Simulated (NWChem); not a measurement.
**Lowest excitation of H2Sb (+1)**

```
Sb
H 1 1.7162
H 1 1.7162 2 90.14
```
Charge +1, spin multiplicity 1.

The numbers come from NWChem runs, not from measurements. All single points use one geometry, from PBE0/def2-SVP with def2 effective core potentials on Sb, a minimum by its harmonic frequencies.

Basis set: def2-SVPD.

```
method         lowest vertical singlet excitation energy (eV)  relative cost  difference from EOM-CCSD
-------------  ----------------------------------------------  -------------  ------------------------
TDA-CAM-B3LYP                                            2.49        under 3                     -0.10
EOM-CCSD                                                 2.59        under 3                      0.00
CIS                                                      2.74              1                     +0.15
TD-B3LYP                                                 2.41        under 3                     -0.18
TD-PBE                                                   2.39        under 3                     -0.20
```

The values span 0.35 eV, from TD-PBE (lowest) to CIS (highest). Relative cost: rough, from shared machines, SCF included, CIS = 1.

Effective core potentials replace the inner electrons of Sb; spin-orbit coupling is left out. The correlated methods keep 4 core orbitals frozen. B3LYP has NWChem's definition, with VWN1-RPA local correlation. GW and range-separated runs recompute their integrals, the others keep them in memory, which bears on the times. The spin multiplicity of the parent species was assumed, not shown to be that of its ground state. The structure started from a generated list of species. Differences from the coupled-cluster row are differences between methods, not errors against experiment.
